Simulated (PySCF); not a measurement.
In(F)(Br)(NH2) (BrFH2InN), SMILES [NH2][In]([F])[Br].

The structure is a stationary point at PBE0-D3(BJ)/def2-SVP. The structure was generated by enumeration; whether it is a known compound was not checked. The def2 effective core potentials stand for the cores of In; spin–orbit coupling is left out. The values are those of a single conformer.

Two levels are set side by side: TDA-PBE/def2-SVPD (PySCF) and TDA-LC-ωPBE/def2-SVPD (PySCF). Vertical, same geometry. The lowest singlet is HOMO→LUMO 91 % with PBE and HOMO→LUMO 84 % with the other functional; states are paired by order. Differences are taken from unrounded values.

```csv
quantity,TDA-PBE
lowest singlet excitation (eV),3.92
lowest triplet excitation (TDA) (eV),3.29
first bright state (f over 0.05) (eV),5.66
its oscillator strength,0.06
```

Task: These are the TDA-PBE values. What does TDA-LC-ωPBE give? (Estimate from the structure and the level; the computed values follow.)

Result: 
| quantity | TDA-LC-ωPBE | TDA-PBE minus TDA-LC-ωPBE |
|---|---|---|
| lowest singlet excitation (eV) | 5.43 | -1.51 |
| lowest triplet excitation (TDA) (eV) | 4.58 | -1.29 |
| first bright state (f over 0.05) (eV) | 5.43 | 0.23 |
| its oscillator strength | 0.05 | 0.01 |

A lower first singlet is the usual sign of a functional without exact exchange. Differences between two approximate levels are no errors against the true value.

Rough cost on one machine, each run with all the roots and properties that it gave: TDA-LC-ωPBE against TDA-PBE about 3 times.
